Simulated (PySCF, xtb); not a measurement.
C₃H₆BFO₂, SMILES OB(O)C1(F)CC1. One conformer was computed; it need not be the lowest.

Harmonic wavenumbers (cm⁻¹) from xtb with GFN2-xTB at its own minimum, in rising order: 58, 146, 184, 291, 382, 399, 426, 573, 591, 623, 638, 792, 858, 912, 956, 963, 974, 1025, 1061, 1075, 1140, 1149, 1266, 1319, 1353, 1405, 1460, 3096, 3097, 3110, 3126, 3612, 3623.

Q: What does B3LYP-D3(BJ)/def2-SVP (PySCF 2.14.0) give at its own minimum? (An estimate is asked for; the answer gives what the named calculation found.)

A: 69, 170, 190, 303, 399, 433, 445, 531, 616, 636, 688, 764, 880, 885, 951, 980, 1007, 1039, 1060, 1064, 1180, 1215, 1277, 1416, 1441, 1481, 1488, 3127, 3129, 3223, 3233, 3816, 3840. Paired by order, the mean absolute difference is 46 cm⁻¹ and the zero-point energies are 59.6 and 61.4 kcal/mol.
